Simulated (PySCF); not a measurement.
Correlation energy of Al⁺ (aluminium, charge +1)

[Ne] 3s2, closed-shell 1S. All numbers are calculated (PySCF 2.14, no relativity, point nucleus, in cc-pV(T+d)Z). Frozen: [Ne]; 2 electrons correlated.

Total MP2 correlation energy: -27.76 mhartree.

Same-spin part 0.00 and opposite-spin part -27.76 mhartree; SCS-MP2 scales them by 1/3 and 6/5 to -33.31 mhartree.

With two correlated electrons CCSD is exact within the correlated space (frozen core and kept virtual orbitals).

```tsv
level	correlation energy (mhartree)
CCSD	-39.54
```

Diagnostics: T1 = 0.0086, D1 = 0.0122, largest double amplitude 0.111.

Cost of the coupled-cluster step: 0.16 s of wall time on 1 thread of Neoverse-N1 (shared host), for 2 correlated electrons.

Iterations:

```
CC2 = 0
CCSD nocc = 1, nmo = 34
frozen orbitals [0, 1, 2, 3, 4]
max_cycle = 100
direct = 0
conv_tol = 1e-08
conv_tol_normt = 1e-06
diis_space = 8
diis_start_cycle = 0
Init t2, MP2 energy = -241.701137157971  E_corr(MP2) -0.0277611536577802
Init E_corr(CCSD) = -0.0277611536582913
cycle = 1  E_corr(CCSD) = -0.0344874752234949  dE = -0.00672632157  norm(t1,t2) = 0.0478249
cycle = 2  E_corr(CCSD) = -0.0371622621552207  dE = -0.00267478693  norm(t1,t2) = 0.0226371
cycle = 3  E_corr(CCSD) = -0.0395567957667353  dE = -0.00239453361  norm(t1,t2) = 0.0112177
cycle = 4  E_corr(CCSD) = -0.0395295445098821  dE = 2.72512569e-05  norm(t1,t2) = 0.000670771
cycle = 5  E_corr(CCSD) = -0.0395421773491761  dE = -1.26328393e-05  norm(t1,t2) = 5.77086e-05
cycle = 6  E_corr(CCSD) = -0.039537753758468  dE = 4.42359071e-06  norm(t1,t2) = 1.57453e-05
cycle = 7  E_corr(CCSD) = -0.0395386010399758  dE = -8.47281508e-07  norm(t1,t2) = 3.96706e-06
cycle = 8  E_corr(CCSD) = -0.039538573578963  dE = 2.74610128e-08  norm(t1,t2) = 2.83395e-07
cycle = 9  E_corr(CCSD) = -0.0395385688207895  dE = 4.75817351e-09  norm(t1,t2) = 3.63484e-08
CCSD converged
E(CCSD) = -241.712914573134  E_corr = -0.03953856882078949
```
